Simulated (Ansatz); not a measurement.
Correlation energies of `[CH2]1[S][GeH2]1` by basis set

```xyz
7

C     0.025    0.914   -0.361
S    -0.464    0.827    1.418
Ge    0.021   -0.929    0.203
H    -0.766    1.251   -1.023
H     0.981    1.396   -0.536
H     1.346   -1.626    0.496
H    -1.142   -1.833   -0.198
```

The species carries charge 0 and has multiplicity 1. Correlated methods include outer-core shells of Ge, which these sets cover unevenly. Scalar relativity is left out up to krypton. The structure was optimised at the PBE0-D4/def2-TZVP level. Frozen core, restricted reference, the Gaussian-basis code of Ansatz.

```
     basis      HF (Eh)  MP2 corr.
  def2-SVP  -2512.64865   -0.49983
def2-TZVPP  -2513.09926   -0.60330
def2-QZVPP  -2513.15430   -0.89386
```

Problem. Estimate the CCSD correlation energy and the (T) correction in each basis where they were run (hartree).

Solution. 
```
     basis  CCSD corr.       (T)
  def2-SVP    -0.52724  -0.01794
def2-TZVPP    -0.63090  -0.02872
```
